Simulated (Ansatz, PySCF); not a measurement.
C₃H₆N₂Si, SMILES CC1=NC=N[SiH2]1. Atoms are numbered in the order given.

```xyz
12

C     -2.2870    -0.2911     0.3802
C     -0.8172    -0.2603     0.1690
N     -0.0970    -1.3200     0.2934
C      1.2928    -1.0541     0.0433
N      1.7623     0.0907    -0.2649
Si     0.3688     1.1748    -0.3005
H     -2.5755     0.4091     1.1815
H     -2.6198    -1.3050     0.6426
H     -2.8134     0.0446    -0.5285
H      1.9377    -1.9414     0.1416
H      0.1227     1.7552    -1.6508
H      0.4530     2.2577     0.7197
```
Charge 0, spin multiplicity 1.

Geometry: PBE0-D3(BJ)/def2-SVP. The structure was generated by enumeration, and PubChem lists no compound with its InChIKey, so it may never have been made.

Two levels are set side by side: PBE-D3(BJ)/def2-SVP (Ansatz, a first-principles code) and PBE0-D3(BJ)/def2-SVP (Ansatz). Each level has its own optimised geometry; the coordinates shown are those of the second. Frequencies come from the Hessian of PySCF at each geometry. Differences are taken from unrounded values.

```json
[
 {"quantity": "mean bond length (Å)", "PBE0-D3(BJ)": "1.380"},
 {"quantity": "bond C1–C2 (Å)", "PBE0-D3(BJ)": "1.485"},
 {"quantity": "bond C2–N3 (Å)", "PBE0-D3(BJ)": "1.287"},
 {"quantity": "bond C2–Si6 (Å)", "PBE0-D3(BJ)": "1.920"},
 {"quantity": "bond N3–C4 (Å)", "PBE0-D3(BJ)": "1.437"},
 {"quantity": "bond C4–N5 (Å)", "PBE0-D3(BJ)": "1.275"},
 {"quantity": "bond N5–Si6 (Å)", "PBE0-D3(BJ)": "1.766"},
 {"quantity": "bond C1–H7 (Å)", "PBE0-D3(BJ)": "1.103"},
 {"quantity": "bond C1–H8 (Å)", "PBE0-D3(BJ)": "1.099"},
 {"quantity": "bond C1–H9 (Å)", "PBE0-D3(BJ)": "1.103"},
 {"quantity": "bond C4–H10 (Å)", "PBE0-D3(BJ)": "1.101"},
 {"quantity": "bond Si6–H11 (Å)", "PBE0-D3(BJ)": "1.490"},
 {"quantity": "bond Si6–H12 (Å)", "PBE0-D3(BJ)": "1.490"},
 {"quantity": "highest harmonic wavenumber (cm⁻¹)", "PBE0-D3(BJ)": "3176"},
 {"quantity": "mean harmonic wavenumber (cm⁻¹)", "PBE0-D3(BJ)": "1274"},
 {"quantity": "zero-point energy (kcal/mol)", "PBE0-D3(BJ)": "54.64"}
]
```

Task: What does PBE-D3(BJ) give, and how far is it from PBE0-D3(BJ)? (An estimate is asked for; the answer gives what the named calculation found.)

Result: 
```csv
quantity,PBE-D3(BJ),PBE-D3(BJ) minus PBE0-D3(BJ)
mean bond length (Å),1.391,0.011
bond C1–C2 (Å),1.491,0.006
bond C2–N3 (Å),1.301,0.014
bond C2–Si6 (Å),1.933,0.013
bond N3–C4 (Å),1.449,0.012
bond C4–N5 (Å),1.289,0.014
bond N5–Si6 (Å),1.783,0.017
bond C1–H7 (Å),1.111,0.009
bond C1–H8 (Å),1.107,0.008
bond C1–H9 (Å),1.111,0.009
bond C4–H10 (Å),1.110,0.009
bond Si6–H11 (Å),1.502,0.012
bond Si6–H12 (Å),1.502,0.012
highest harmonic wavenumber (cm⁻¹),3081,-95
mean harmonic wavenumber (cm⁻¹),1225,-49
zero-point energy (kcal/mol),52.53,-2.11
```

GGA bonds tend to be longer and softer than those of functionals with exact exchange. Differences between two approximate levels are no errors against the true value.
